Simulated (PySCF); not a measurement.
Method: CAM-B3LYP-D3(BJ)/def2-TZVP (PySCF). Isolated molecules, 0 K electronic values unless said otherwise. Excitations are Tamm–Dancoff values on a coarser integration grid. The basis has no diffuse functions, so Rydberg states are missing or too high.

Reference species (SMILES): `[Cl][Ge]([Cl])([Cl])[Cl]` (neutral, multiplicity 1).

```
Property                   Result
----------------------  ---------
S1 oscillator strength      0.000
S1 excitation (TDA)       6.28 eV
HOMO                    -11.04 eV
HOMO–LUMO gap             9.84 eV
```

After one change: the S1 oscillator strength is nearly the same; the S1 excitation (TDA) goes up by 0.47 eV; the HOMO goes up by 0.29 eV; the HOMO–LUMO gap increases by 0.53 eV.

Q: What was changed between the two runs? The new species is one of these.
A) `[Cl][GeH3]`
B) `[Cl][GeH2][Cl]`
C) `[Cl][GeH]([Cl])[Cl]`

A: C, `[Cl][GeH]([Cl])[Cl]`
